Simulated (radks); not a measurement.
The numbers below are computed, except where a source is named.
Effect of the nuclear size on neutral calcium, [Ar] 4s2. Level of theory: Dirac Kohn-Sham, PBE, spin-unpolarised, spherical densities, finite nucleus; Fermi nuclear charge, rms radius 3.4776 fm (a radial shooting solver on a logarithmic mesh with Libxc functionals). The rms radius is varied about that value; shifts are against it.

rms radius (fm)	total energy shift (eV)	density at nucleus (e/bohr^3)	1s1/2 shift (meV)	2s1/2 shift (meV)	2p1/2 shift (meV)
3.1264	-0.00580	6182	-2.44	-0.192	0.031
3.2063	-0.00453	6178	-1.91	-0.150	0.024
3.4776	0	6165	0.000	0.000	0.000
3.8219	0.00626	6150	2.64	0.208	-0.034
4.1001	0.0117	6139	4.95	0.389	-0.063

Slopes of the eigenvalues against <r^2> in GHz/fm^2, as finite differences over the two radii next to the reference (eigenvalue slopes, not the field-shift constants of lines): 1s1/2 254, 2s1/2 20.0, 2p1/2 -3.26.
